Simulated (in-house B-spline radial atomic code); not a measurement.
A fraction x of an electron is removed from 3d in the strontium ion Sr⁴⁺, starting from [Ar] 3d10 4s2 4p4 and keeping the highest spin. Computed with a B-spline radial code for spherical atoms: non-relativistic B97-1, spin-polarised, spherical fractional occupations, point nucleus.

Caution: exact exchange at fractional occupations of open shells leaves self-interaction of up to several eV.

| x | E(x) - E(0) (eV) | 3d down level (eV) |
| --- | --- | --- |
| 0 | 0.0000 | -183.191 |
| 0.06 | 11.0480 | -185.077 |
| 0.23 | 42.9676 | -190.458 |
| 0.33 | 62.1728 | -193.649 |
| 0.42 | 79.7310 | -196.537 |
| 0.5 | 95.5571 | -199.116 |
| 0.61 | 117.6558 | -202.682 |
| 0.64 | 123.7509 | -203.659 |
| 0.83 | ? | ? |
| 0.93 | ? | ? |
| 1 | 199.1931 | -215.503 |

Problem. What belongs in the row x = 0.83?

Solution. An energy change of 163.0362 eV; 3d down at -209.881 eV.

Problem. What belongs in the row x = 0.93?

Solution. An energy change of 184.1892 eV; 3d down at -213.182 eV.

Problem. Check Janak's theorem between x = 0.06 and 0.23.

Solution. The slope of the energy is 187.76 eV; the orbital levels give 187.77 eV (-ε of the emptying orbital, averaged over the two points).
